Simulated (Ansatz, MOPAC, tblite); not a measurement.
# How methods differ on BBr3 (boron tribromide)

BBr3, singlet, SMILES `BrB(Br)Br`. Each level relaxes the structure for itself.

Quantity: the zero-point energy at each level's own minimum, in kJ/mol. The values are calculated.

| level | kind | program | value (kJ/mol) |
| --- | --- | --- | --- |
| GFN1-xTB | semi-empirical | tblite | 16.2 |
| MNDOD | semi-empirical | MOPAC | 17.7 |
| PM6 | semi-empirical | MOPAC | 14.6 |
| PM6-D3 | semi-empirical | MOPAC | 14.6 |
| HF/STO-3G | Hartree–Fock | Ansatz | 18.9 |
| HF/3-21G | Hartree–Fock | Ansatz | 15.4 |
| HF/6-31G* (Cartesian functions) | Hartree–Fock | Ansatz | 16.5 |
| PBE/def2-SVP | GGA | Ansatz | 15.5 |
| PBE0-D4/def2-TZVP | global hybrid | Ansatz | 15.9 |
| B3LYP/6-31G* (Cartesian functions) | global hybrid | Ansatz | 15.5 |

All-electron rows without a relativistic Hamiltonian named are non-relativistic. Harmonic and unscaled. The values span 14.6 to 18.9 kJ/mol. Without the sets that lack polarisation functions the rows with a basis span only 15.5 to 16.5 kJ/mol.
